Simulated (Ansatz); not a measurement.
`F[SiH2]N([SiH3])[SiH3]` + H₂ → `F[SiH3]` + `[SiH3]N[SiH3]` at 700 K and 1 bar (hydrogenolysis of the Si–N bond).

Isolated molecules relaxed with PBE0-D4/def2-TZVP in Ansatz; ΔE leaves out vibrations. CCSD(T)/CBS adds triple-zeta CCSD(T) − MP2 to the extrapolated MP2 energy (def2 sets, frozen cores). This one scheme is used for every species. Each species was taken in one conformer, which may not be the lowest.

```csv
species,CCSD(T)/CBS energy (Eh),H − E (kJ/mol),S (J/(mol·K))
`F[SiH2]N([SiH3])[SiH3]`,-1026.67748,304.1,548.1
H₂,-1.17544,46.8,155.3
`F[SiH3]`,-390.72345,108.4,291.4
`[SiH3]N[SiH3]`,-637.10515,245.6,444.2
```

H − E and S are ideal-gas, rigid-rotor, harmonic terms from PBE0-D4/def2-TZVP, for one conformer and one mirror image of each species. The MP2-based limit puts H₂ 0.8 mEh under its directly extrapolated value; such offsets cancel only in part. 1 Eh = 2625.50 kJ/mol, R = 8.31446 J/(mol·K).

Task: By hand: ΔE, ΔH, ΔS and ΔG.

Result: ΔE = (-390.72345) + (-637.10515) − (-1026.67748) − (-1.17544) = 0.02432 Eh = 63.9 kJ/mol. Δ(H − E) = 108.4 + 245.6 − 304.1 − 46.8 = 3.1, so ΔH = 67.0 kJ/mol. ΔS = 291.4 + 444.2 − 548.1 − 155.3 = 32.2 J/(mol·K). ΔG = 67.0 − 700 × (32.2)/1000 = 44.5 kJ/mol.

Task: By hand: the equilibrium constant, and the temperature at which ΔG would vanish if ΔH and ΔS stayed fixed.

Result: log₁₀ K = −ΔG/(RT ln 10) = -3.3. ΔG = 0 at ΔH/ΔS = 2081 K.

TΔS isn't small against ΔH here. A doubt of 5 kJ/mol in ΔE shifts log₁₀ K by 0.4 here. Other conformers and mirror images would add mixing entropy, several J/(mol·K) or more a flexible species. Modes under 60 cm⁻¹, often nearly free rotors, make the harmonic entropy too high. These are equilibria of isolated gas molecules and say nothing of rates. Largest T1 diagnostic: 0.012 (customary marks: 0.02 for closed shells, 0.045 for open ones).
